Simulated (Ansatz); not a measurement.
Total energies of (KH)4 cube (K4H4) from Ansatz at PBE0-D4/def2-TZVP, gas phase (1 Eh = 27.2114 eV = 2625.5 kJ/mol). The reference geometry is relaxed at PBE0-D4/def2-SVP.

| atom | x (Å) | y (Å) | z (Å) |
| --- | --- | --- | --- |
| K1 | 1.046 | 1.308 | 1.592 |
| H2 | -1.269 | 0.102 | 1.826 |
| K3 | -0.315 | -2.130 | 0.839 |
| H4 | 1.972 | -0.894 | 0.516 |
| K5 | 1.317 | -0.106 | -1.896 |
| H6 | 0.304 | 2.052 | -0.808 |
| K7 | -2.048 | 0.928 | -0.536 |
| H8 | -1.007 | -1.260 | -1.534 |

```
                state   geometry  energy (Eh)
     charge 0 singlet  reference  -2401.39204
     charge 1 doublet  reference  -2401.16248
free K atom (doublet)          –   -599.73886
free H atom (doublet)          –     -0.50104
```

Problem. Work out the vertical ionisation energy to the doublet.

Solution. E(charge 1 doublet) − E(charge 0 singlet) = -2401.16248 − (-2401.39204) = 0.22956 Eh = 6.25 eV. For comparison, −ε of the highest occupied level is 4.62 eV at this level, 1.63 eV less.

Problem. What is the binding energy per atom against free atoms?

Solution. Atoms: 4 × (-599.73886) + 4 × (-0.50104) = -2400.95960 Eh. Binding: -2400.95960 − (-2401.39204) = 0.43244 Eh = 11.77 eV, or 1.47 eV for each of 8 atoms (no zero-point energy, no counterpoise term).
